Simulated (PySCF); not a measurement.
## How methods differ on the excitation energy of C²⁺

C²⁺ [He] 2s2 (1S) → C²⁺ [He] 2s1 3d1, s spin flipped, as a difference of total energies. Computed with PySCF 2.14 in x2c-QZVPPall with one added diffuse shell each of s, p, d, f type (8s5p4d3f1g, 73 functions), with scalar relativity by spin-free X2C-1e. Correlated levels: valence: 1s2 frozen; valence and next inner shell: nothing frozen. The calculations carry no spin-orbit coupling.

```tsv
method	excitation energy (eV)
UHF	32.023
LDA	32.332
PBE	32.106
PBE0	32.276
r2SCAN	31.741
MN15	32.681
LC-wPBE	32.748
B3LYP	32.217
M06-L	32.220
MP2 (valence)	32.739
SCS-MP2 (valence)	32.882
MP2 (valence and next inner shell)	32.765
SCS-MP2 (valence and next inner shell)	32.905
```

Task: How much does correlation contribute at MP2 (valence and next inner shell)?

Result: 32.765 − (32.023) = 0.742 eV, measured against UHF.

The upper determinant mixes two multiplicities, so it lies between the two terms.

The promoted electron is Rydberg-like, and one or two diffuse shells describe it only roughly, which tends to raise the upper state.
